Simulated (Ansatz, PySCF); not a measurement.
This Ansatz (a quantum-chemistry and plane-wave program) input computes a r2SCAN/def2-TZVPD energy:

Ansatz 0.2 input:
```yaml
crystal:
  periodic: [false, false, false]
  atoms:
    - {symbol: Si, position_ang: [0.05119599, -0.18585216, 0.03267692]}
    - {symbol: F, position_ang: [-0.11622661, -0.20189144, 1.58619327]}
    - {symbol: O, position_ang: [-0.47240098, 1.49734117, -0.31456332]}
    - {symbol: O, position_ang: [1.52146634, -0.00852168, -0.53304365]}
    - {symbol: O, position_ang: [-0.93627142, -1.14186664, -0.75220426]}
    - {symbol: H, position_ang: [0.14033087, 2.10916834, -0.75956593]}
    - {symbol: H, position_ang: [2.05906368, -0.68600155, -0.95697339]}
    - {symbol: H, position_ang: [-1.58523746, -1.74260091, -0.37028963]}
    - {symbol: H, position_ang: [-1.18721293, 1.96276436, 0.15210253]}
basis:
  gaussian:
    orbitals: def2-TZVPD
hamiltonian:
  xc: {name: r2SCAN}
total_charge: 1
output: {forces: true}
```

Q: Write an input for the same energy in PySCF and say what it gives.

A: 
```python
from pyscf import gto, scf, dft

mol = gto.M(
    atom='''
    Si    0.05119599   -0.18585216    0.03267692
    F    -0.11622661   -0.20189144    1.58619327
    O    -0.47240098    1.49734117   -0.31456332
    O     1.52146634   -0.00852168   -0.53304365
    O    -0.93627142   -1.14186664   -0.75220426
    H     0.14033087    2.10916834   -0.75956593
    H     2.05906368   -0.68600155   -0.95697339
    H    -1.58523746   -1.74260091   -0.37028963
    H    -1.18721293    1.96276436    0.15210253
    ''',
    basis='def2-tzvpd',
    charge=1,
    spin=0,
    verbose=4,
)

mf = dft.RKS(mol, xc='r2scan').density_fit(auxbasis='def2-universal-jkfit')
mf.grids.level = 4
mf.conv_tol = 1e-9
mf.max_cycle = 100
mf.max_memory = 1500
mf.kernel()
if not mf.converged:
    mf = mf.newton()
    mf.kernel(mf.make_rdm1())
mf.analyze()
```
It gives -617.33475 Eh, and Ansatz -617.33462 Eh, a difference of 0.13 mEh, from the treatment of integrals and grids.

It need not be the lowest isomer of its formula.
